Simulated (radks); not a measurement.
The numbers below are computed, except where a source is named.
Species: the palladium ion Pd3+. Configuration: [Kr] 4d7.

Code: a radial shooting solver on a logarithmic mesh with Libxc functionals. Model: Dirac Kohn-Sham, BLYP, spin-unpolarised, spherical densities, point nucleus; open shells are shared between the two j in proportion to 2j + 1.

Energy parts (hartree):
part                        energy
total                  -5045.15570
kinetic                 5270.24207
electron-nucleus      -12164.68240
Hartree                 1992.73792
exchange-correlation    -143.45328

Orbitals (lengths in bohr, moments of r in powers of bohr):
| orbital | occ. | eigenvalue (hartree) | <1/r> | small-component weight |
|---|---|---|---|---|
| 1s1/2 | 2 | -889.2777 | 48.24 | 2.83e-02 |
| 2s1/2 | 2 | -131.1199 | 11.09 | 5.91e-03 |
| 2p1/2 | 2 | -121.7436 | 11.07 | 5.92e-03 |
| 2p3/2 | 4 | -115.8827 | 10.43 | 5.69e-03 |
| 3s1/2 | 2 | -24.88307 | 3.862 | 1.65e-03 |
| 3p1/2 | 2 | -21.18350 | 3.767 | 1.59e-03 |
| 3p3/2 | 4 | -20.16184 | 3.612 | 1.53e-03 |
| 3d3/2 | 4 | -13.60902 | 3.444 | 1.42e-03 |
| 3d5/2 | 6 | -13.40522 | 3.404 | 1.40e-03 |
| 4s1/2 | 2 | -4.62577 | 1.477 | 4.17e-04 |
| 4p1/2 | 2 | -3.46985 | 1.360 | 3.64e-04 |
| 4p3/2 | 4 | -3.30008 | 1.312 | 3.46e-04 |
| 4d3/2 | 2.8 | -1.53801 | 1.021 | 2.23e-04 |
| 4d5/2 | 4.2 | -1.51684 | 1.010 | 2.19e-04 |

The highest occupied level is 4d5/2 at -41.275 eV. Summed over all electrons, <r^2> = 26.38 bohr^2, which gives a Langevin (diamagnetic) susceptibility term of -20.9 x 10^-6 cm^3/mol.
